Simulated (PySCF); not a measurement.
SbF₂, SMILES [Sb+]([F])[F] (connectivity only; charge and spin as stated), charge +1, multiplicity 1. Atoms are numbered in the order given.

```xyz
3

Sb     0.0000     0.0000     0.3228
F      0.0000    -1.3778    -0.9147
F      0.0000     1.3778    -0.9147
```
Charge +1, spin multiplicity 1.

Coordinates come from a B3LYP-D3(BJ)/def2-TZVP optimisation. The spin state was assumed, not searched. The isomer is the one that the SMILES or the coordinates give; other isomers of the formula were not compared. The def2 effective core potentials stand for the cores of Sb; spin–orbit coupling is left out.

All values below come from CAM-B3LYP/def2-TZVPD in PySCF.

Mulliken values depend strongly on the basis, most of all with diffuse functions as here. ESP charges are fitted to the potential on shells at 1.4 to 2.0 van der Waals radii. Atomic charges (e):

```tsv
atom	Mulliken	ESP fit
Sb1	1.76	…
F2	-0.38	…
F3	-0.38	…
```

Problem. Some entries are withheld; supply them. (An estimate is asked for; the answer gives what the named calculation found.)

Solution. 
- Sb1, ESP fit: 1.42
- F2, ESP fit: -0.21
- F3, ESP fit: -0.21
